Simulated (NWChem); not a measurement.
System: NH3Se2; SMILES [Se](N)[SeH]

NWChem input:

```
start job
memory heap 200 mb stack 900 mb global 1100 mb
geometry units angstroms noautoz
  Se    -0.394839    -0.941429     0.014451
  N      1.234878    -1.799983     0.015758
  H      1.793762    -1.593621     0.852680
  H      1.788124    -1.608743    -0.828357
  Se    -0.010602     1.409954     0.042453
  H      0.065880     1.600043    -1.435558
end
basis spherical
  Se library def2-svp
  N library def2-svp
  H library def2-svp
end
dft
  xc m06-2x
  iterations 150
  mulliken
end
task dft gradient
```

NWChem printed, in part:

```
             Northwest Computational Chemistry Package (NWChem) 7.3.0
             --------------------------------------------------------

 C1  symmetry detected

                             Geometry "geometry" -> ""
                             -------------------------

 Output coordinates in angstroms (scale by  1.889725989 to convert to a.u.)

  No.       Tag          Charge          X              Y              Z
 ---- ---------------- ---------- -------------- -------------- --------------
    1 Se                  34.0000    -0.40758675    -0.95051167     0.00848482
    2 N                    7.0000     1.19262916    -1.86285946     0.01345973
    3 H                    1.0000     1.75740573    -1.67303693     0.85034076
    4 H                    1.0000     1.75261366    -1.69235932    -0.83065583
    5 Se                  34.0000     0.05473061     1.38683541     0.03074407
    6 H                    1.0000     0.13868517     1.57040553    -1.44768533

 Effective nuclear repulsion energy (a.u.)     413.3272007676

                                 NWChem DFT Module
                                 -----------------

 Summary of "ao basis" -> "ao basis" (spherical)
 ------------------------------------------------------------------------------
       Tag                 Description            Shells   Functions and Types
 ---------------- ------------------------------  ------  ---------------------
 Se                         def2-svp                12       32   5s4p3d
 N                          def2-svp                 6       14   3s2p1d
 H                          def2-svp                 3        5   2s1p

            General Information
            -------------------
          SCF calculation type: DFT
          Wavefunction type:  closed shell.
          No. of atoms     :     6
          No. of electrons :    78
           Alpha electrons :    39
            Beta electrons :    39
          Charge           :     0
          Spin multiplicity:     1
          Use of symmetry is: off; symmetry adaption is: off
          Maximum number of iterations: 150
          AO basis - number of functions:    93
                     number of shells:    39
          Convergence on energy requested:  1.00D-06
          Convergence on density requested:  1.00D-05
          Convergence on gradient requested:  5.00D-04

              XC Information
              --------------
                       M06-2X Method XC Functional
                     Hartree-Fock (Exact) Exchange  0.540
                        M06-2X Exchange Functional  1.000
                      M06-2X Correlation Potential  1.000

             Grid Information
             ----------------
          Grid used for XC integration:  medium
          Radial quadrature: Mura-Knowles
          Angular quadrature: Lebedev.
          Tag              B.-S. Rad. Rad. Pts. Rad. Cut. Ang. Pts.
          ---              ---------- --------- --------- ---------
          Se                  1.15      112          10.0       590
          N                   0.65       49          10.0       434
          H                   0.35       45          11.0       434
          Grid pruning is: on
          Number of quadrature shells:   408
          Spatial weights used:  Erf1

      Superposition of Atomic Density Guess
      -------------------------------------

 Sum of atomic energies:       -4854.76558910

      Non-variational initial energy
      ------------------------------

 Total energy =   -4855.503517
 1-e energy   =   -7586.733025
 2-e energy   =    2317.902308
 HOMO         =      -0.244561
 LUMO         =      -0.017610

     ---------------------------------------------
      Total Density - Mulliken Population Analysis
     ---------------------------------------------

    Atom       Charge   Shell Charges
 -----------   ------   -------------------------------------------------------
    1 Se  34    33.82   2.00  2.00  2.00  1.34  0.54  6.00  5.98  1.70  2.17  8.21  1.75  0.14
    2 N    7     7.58   1.99  1.03  0.49  2.39  1.67  0.01
    3 H    1     0.77   0.60  0.13  0.04
    4 H    1     0.77   0.60  0.13  0.04
    5 Se  34    34.21   2.00  2.00  2.00  1.34  0.54  6.00  5.98  1.85  2.46  8.20  1.75  0.09
    6 H    1     0.84   0.58  0.24  0.02

   convergence    iter        energy       DeltaE   RMS-Dens  Diis-err
 ---------------- ----- ----------------- --------- --------- ---------
 d= 0,ls=0.0,diis     1  -4859.0262283794 -5.27D+03  5.52D-03  2.68D-01
 d= 0,ls=0.0,diis     2  -4859.0455913145 -1.94D-02  2.59D-03  6.29D-02
 d= 0,ls=0.0,diis     3  -4859.0509632650 -5.37D-03  9.67D-04  1.81D-02
 d= 0,ls=0.0,diis     4  -4859.0527941294 -1.83D-03  2.74D-04  1.23D-03
 d= 0,ls=0.0,diis     5  -4859.0529507908 -1.57D-04  6.51D-05  3.09D-05
  Resetting Diis
 d= 0,ls=0.0,diis     6  -4859.0529546290 -3.84D-06  2.68D-05  3.61D-06
 d= 0,ls=0.0,diis     7  -4859.0529551712 -5.42D-07  1.10D-05  2.96D-07
 d= 0,ls=0.0,diis     8  -4859.0529552033 -3.21D-08  4.85D-06  2.50D-07

         Total DFT energy =    -4859.052955203305
      One electron energy =    -7588.714114528108
           Coulomb energy =     2498.831881376166
    Exchange-Corr. energy =     -182.497922819004
 Nuclear repulsion energy =      413.327200767642

[...]

                         DFT ENERGY GRADIENTS

    atom               coordinates                        gradient
                 x          y          z           x          y          z
   1 Se     -0.770227  -1.796207   0.016034   -0.007489  -0.000579   0.000330
   2 N       2.253742  -3.520294   0.025435   -0.001325  -0.009837   0.000176
   3 H       3.321015  -3.161581   1.606911    0.004651   0.001340   0.006198
   4 H       3.311960  -3.198095  -1.569712    0.004608   0.001214  -0.006361
   5 Se      0.103426   2.620739   0.058098   -0.001046   0.006245   0.007179
   6 H       0.262077   2.967636  -2.735729    0.000602   0.001618  -0.007521
```

Level: M06-2X/def2-SVP. Coordinates come from a PBE-D3(BJ)/def2-SVP optimisation.
